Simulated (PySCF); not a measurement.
Predicted microwave data (PBE0/def2-SVPD in PySCF (dipole) on a GFN2-xTB geometry, gas phase) for one isomer of C5H8ClN:

| Item | Value |
| --- | --- |
| Rotational constants | A = 2517, B = 2093, C = 1211 MHz |
| Dipole components | \|μa\| = 0.41 D, \|μb\| = 1.74 D, \|μc\| = 0.81 D |
| Inertial defect | -25.09 u·Å² |
| κ | 0.35 |

Problem. Which structure is it? (One computed conformer of each.)
A. `[CH3:1][C@@H:2]([CH2:3][Cl:4])[CH2:5][C:6]#[N:7]` with C1–C2–C3–Cl4 61°, C1–C2–C5–C6 173°
B. `[CH3:1][C:2]([CH3:3])([C:4]#[N:5])[CH2:6][Cl:7]` with C1–C2–C6–Cl7 62°
C. `[NH2:1][CH2:2][C@H:3]1[CH2:4][CH:5]=[C:6]1[Cl:7]` with H–N1–C2–C3 -58° and 60°, N1–C2–C3–C4 -171°

Solution. C. It is NC[C@H]1CC=C1Cl, an asymmetric top, point group C1. The candidates at the same level (rigid rotor, commonest isotopes):

```json
{"SMILES": "C[C@@H](CCl)CC#N", "A (MHz)": "2890", "B (MHz)": "1502", "C (MHz)": "1145", "μa (D)": "2.07", "μb (D)": "3.40", "μc (D)": "0.05", "Δ (u·Å²)": "-69.81", "point group": "C1", "rotor": "asymmetric top"}
{"SMILES": "NC[C@H]1CC=C1Cl", "A (MHz)": "2517", "B (MHz)": "2093", "C (MHz)": "1211", "μa (D)": "0.41", "μb (D)": "1.74", "μc (D)": "0.81", "Δ (u·Å²)": "-25.09", "point group": "C1", "rotor": "asymmetric top"}
{"SMILES": "CC(C)(C#N)CCl", "A (MHz)": "3986", "B (MHz)": "1288", "C (MHz)": "1242", "μa (D)": "1.87", "μb (D)": "1.33", "μc (D)": "0.00", "Δ (u·Å²)": "-111.97", "point group": "Cs", "rotor": "near-prolate asymmetric top"}
```

`C[C@@H](CCl)CC#N` has B 28 % too low; `CC(C)(C#N)CCl` has A 58 % too high. No structure here is proved a minimum.
